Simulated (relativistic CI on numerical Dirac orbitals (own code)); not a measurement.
L2,3 absorption of copper in several valence states

Computed multiplet spectra 2p⁶3dⁿ → 2p⁵3dⁿ⁺¹ (Dirac-Coulomb-Breit ions, Slater integrals scaled by 0.9, an assumed crystal field that grows with the charge, no charge transfer; 300 K; Lorentzian 0.4 eV and Gaussian 0.3 eV FWHM at both edges, so that L2 comes out sharper than in experiment). Peaks over 5 % are given in eV from the highest peak in the L3 region of each spectrum (height, largest 100). S of the lowest state is read from ⟨S²⟩, and the branching ratio is the share of L3, cut at the minimum between the edges.

Field parameters in Wybourne normalisation: Oh B⁴₀ = 21Dq, B⁴₄ = √(5/14) B⁴₀. The field is a parameter set, without covalency.

- Cu²⁺ (d9, Oh, 10Dq = 10250 cm⁻¹): S = 0.50, branching ratio 0.75; peaks 0.0 (100), 20.1 (34)
- Cu³⁺ (d8, Oh, 10Dq = 13250 cm⁻¹): S = 1.00, branching ratio 0.75; peaks 0.0 (100), 1.3 (12), 2.7 (26), 3.9 (6), 20.3 (25), 21.9 (28)
- Cu⁴⁺ (d7, Oh, 10Dq = 16250 cm⁻¹): S = 1.50, high spin, branching ratio 0.84; peaks -4.9 (61), -3.1 (72), -2.7 (72), -1.7 (81), 0.0 (100), 0.9 (28), 1.9 (15), 2.8 (10), 3.7 (7), 18.6 (21), 19.7 (25), 20.3 (21), 20.8 (18)

The centroid of the whole edge, which also moves with the branching ratio, lies at 937.0 (Cu²⁺), 940.7 (Cu³⁺), 941.8 (Cu⁴⁺) eV in this ionic model, in steps of 1.1 to 3.7 eV. Compounds show about 1 to 2 eV a unit and lower energies for the high valences, since ligands screen the charge. The multiplet shape follows the d count and the spin state, and so serves as a fingerprint of valence. Real compounds of Cu⁴⁺ are mostly low spin, since covalency shrinks the Slater integrals more than this scale does.
